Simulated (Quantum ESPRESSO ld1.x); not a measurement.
All-electron atom: the phosphorus ion P8+ in [He] 2s2 2p3.

All-electron calculation, scalar-relativistic Kohn-Sham, LDA (Slater exchange, Perdew-Wang correlation), spin-polarised, spherical densities, point nucleus; open shells are filled with parallel spins first. Program: ld1.x of Quantum ESPRESSO 7.5.

Energy parts (Ry):
| part | energy |
|---|---|
| total | -610.2923 |
| kinetic | 612.4324 |
| electron-nucleus | -1335.0436 |
| Hartree | 144.0729 |
| exchange-correlation | -31.7540 |

Orbitals (lengths in bohr, moments of r in powers of bohr; <r^-3> diverges for s and p1/2):
orbital  occ.  eigenvalue (Ry)  <r^-3>      <r^4>
1s up       1        -172.2291       -  0.0005392
1s down     1        -171.6264       -  0.0005320
2s up       1         -28.5288       -     0.1211
2s down     1         -27.5001       -     0.1293
2p up       3         -25.5458   81.25    0.09448
2p down     0         -24.3539   78.68     0.1041
3s up       0         -10.1130       -      4.184
3s down     0          -9.9022       -      4.487
3p up       0          -9.2584   17.60      4.340
3p down     0          -9.0297   17.04      4.746

The highest occupied level is 2p up at -347.57 eV. For comparison, the ionisation energy in NIST's Atomic Spectra Database is 372.3 eV (semi-empirical). In exact Kohn-Sham theory the highest level is minus the ionisation energy, but local and semilocal functionals leave it too shallow, through self-interaction and a potential that decays too fast; potentials with the right tail come closer. The density falls to 0.001 e/bohr^3 at r = 1.39 bohr. Spin moment in Bohr magnetons: 3.
